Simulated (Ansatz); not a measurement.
Born–Oppenheimer molecular dynamics of Cl3GaH2 (6 atoms, charge 0, multiplicity 1). It starts at the highest image of a converged band, a first-order saddle point between two minima.

All numbers below come from RKS PBE-D4/def2-SVP in Ansatz 0.2.0.

```yaml
ensemble: NVE (velocity Verlet)
time_step: 0.5 fs
steps_asked: 200
starting_velocities_drawn_for: 300 K
seed: 11036
```

Frames 1 fs apart, positions in Å.

Velocities at 60.0 fs (Å/ps):

```
Ga 3.67 5.24 -5.56
H 12.53 -8.34 4.58
Cl -1.67 -1.55 5.26
Cl -3.26 -2.59 1.68
H -14.23 0.24 10.00
Cl -2.25 -5.93 3.59
```

```xyz
6
Properties=species:S:1:pos:R:3 time_fs=60.0 energy_less_start_eV=-0.328 T=935
Ga -0.196 0.528 -0.406
H 1.303 0.572 -0.701
Cl -1.488 -0.640 -1.772
Cl -0.930 2.145 0.796
H 1.244 -1.774 1.780
Cl 0.007 -1.576 1.400
6
Properties=species:S:1:pos:R:3 time_fs=61.0 energy_less_start_eV=-0.341 T=959
Ga -0.193 0.534 -0.412
H 1.318 0.563 -0.697
Cl -1.490 -0.642 -1.766
Cl -0.933 2.143 0.798
H 1.229 -1.773 1.790
Cl 0.005 -1.582 1.404
6
Properties=species:S:1:pos:R:3 time_fs=62.0 energy_less_start_eV=-0.349 T=976
Ga -0.189 0.539 -0.417
H 1.337 0.553 -0.693
Cl -1.491 -0.643 -1.761
Cl -0.937 2.140 0.800
H 1.216 -1.770 1.798
Cl 0.003 -1.588 1.407
6
Properties=species:S:1:pos:R:3 time_fs=63.0 energy_less_start_eV=-0.355 T=986
Ga -0.185 0.544 -0.423
H 1.359 0.543 -0.691
Cl -1.493 -0.644 -1.755
Cl -0.940 2.138 0.802
H 1.207 -1.767 1.808
Cl 0.000 -1.594 1.411
6
Properties=species:S:1:pos:R:3 time_fs=64.0 energy_less_start_eV=-0.359 T=994
Ga -0.182 0.549 -0.429
H 1.380 0.532 -0.688
Cl -1.494 -0.646 -1.750
Cl -0.944 2.135 0.804
H 1.203 -1.763 1.818
Cl -0.003 -1.600 1.415
6
Properties=species:S:1:pos:R:3 time_fs=65.0 energy_less_start_eV=-0.362 T=1001
Ga -0.178 0.554 -0.435
H 1.398 0.521 -0.686
Cl -1.496 -0.647 -1.744
Cl -0.947 2.132 0.805
H 1.206 -1.759 1.830
Cl -0.005 -1.606 1.418
6
Properties=species:S:1:pos:R:3 time_fs=66.0 energy_less_start_eV=-0.364 T=1005
Ga -0.174 0.559 -0.441
H 1.413 0.510 -0.683
Cl -1.497 -0.648 -1.738
Cl -0.951 2.130 0.807
H 1.211 -1.753 1.842
Cl -0.009 -1.612 1.421
6
Properties=species:S:1:pos:R:3 time_fs=67.0 energy_less_start_eV=-0.364 T=1005
Ga -0.170 0.564 -0.447
H 1.423 0.499 -0.680
Cl -1.498 -0.648 -1.732
Cl -0.955 2.128 0.809
H 1.218 -1.747 1.854
Cl -0.012 -1.618 1.425
6
Properties=species:S:1:pos:R:3 time_fs=68.0 energy_less_start_eV=-0.365 T=1005
Ga -0.166 0.568 -0.453
H 1.427 0.488 -0.677
Cl -1.499 -0.649 -1.726
Cl -0.959 2.125 0.811
H 1.224 -1.739 1.864
Cl -0.015 -1.624 1.429
6
Properties=species:S:1:pos:R:3 time_fs=69.0 energy_less_start_eV=-0.368 T=1012
Ga -0.162 0.573 -0.459
H 1.425 0.478 -0.673
Cl -1.500 -0.650 -1.719
Cl -0.963 2.123 0.813
H 1.225 -1.730 1.873
Cl -0.018 -1.630 1.432
6
Properties=species:S:1:pos:R:3 time_fs=70.0 energy_less_start_eV=-0.375 T=1026
Ga -0.158 0.578 -0.466
H 1.419 0.468 -0.669
Cl -1.502 -0.650 -1.713
Cl -0.967 2.120 0.815
H 1.221 -1.720 1.879
Cl -0.020 -1.636 1.436
6
Properties=species:S:1:pos:R:3 time_fs=71.0 energy_less_start_eV=-0.384 T=1042
Ga -0.154 0.582 -0.472
H 1.408 0.460 -0.666
Cl -1.502 -0.650 -1.706
Cl -0.970 2.118 0.817
H 1.212 -1.708 1.883
Cl -0.023 -1.642 1.440
```

Of the whole run (100 fs, mean temperature of the second half 932 K): The conserved energy stayed within 0.033 meV per atom of its start (net change 0.015 meV per atom), so the integration is sound. The system heated up, since it started high on the potential surface and ran downhill. A run of 0.1 ps of so small a system gives no equilibrium averages. The orbitals stay closed-shell, which can raise the energy where a bond breaks towards radicals; this wasn't checked here.

Run time: 5.6 min on 2 threads of Arm Neoverse V1 (shared host), peak memory 0.14 GiB.
